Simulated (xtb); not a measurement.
Os(O)3(OH)2 (H2O5Os), SMILES [O]=[Os](=[O])(=[O])([OH])[OH], multiplicity 1. All values are semi-empirical tight-binding results from xtb (GFN2-xTB unless named), good for trends rather than for accurate numbers. The structure is a stationary point at GFN2-xTB. The multiplicity is an assumed one; other spin states were not compared. The values are those of a single conformer.

Optimised geometry:

Bonds (Å): Os1–O2 1.621, Os1–O3 1.621, Os1–O4 1.639, Os1–O5 1.909, Os1–O7 1.909, O5–H6 0.969, O7–H8 0.969. Bond angles (°): O2–Os1–O3 144.7, O2–Os1–O4 107.7, O2–Os1–O5 87.1, O2–Os1–O7 85.5, O3–Os1–O4 107.7, O3–Os1–O5 85.5, O3–Os1–O7 87.1, O4–Os1–O5 102.3, O4–Os1–O7 102.3, O5–Os1–O7 155.3, Os1–O5–H6 117.2, Os1–O7–H8 117.2.
Charge 0, spin multiplicity 1.

For metal compounds this method's bond lengths and energies can be far off.

Q: Estimate the properties. (Estimate from the structure and the level; the computed values follow.)

A: 
The point group as xtb finds it comes out as C2 and the orbital gap is 1.93 eV. The zero-point energy is 21.1 kcal/mol. The G − E(el) at 298.15 K (modified RRHO) comes out as 1.0 kcal/mol.

Q: Give the atomic charges and the Wiberg bond orders between heavy atoms. (Estimate from the structure and the level; the computed values follow.)

A: charges (e) Os1 1.23, O2 -0.38, O3 -0.38, O4 -0.28, O5 -0.45, H6 0.36, O7 -0.45, H8 0.36. Bond orders Os1–O2 1.78, Os1–O3 1.78, O2–O3 0.40, Os1–O4 1.87, Os1–O5 1.01, Os1–O7 1.01.
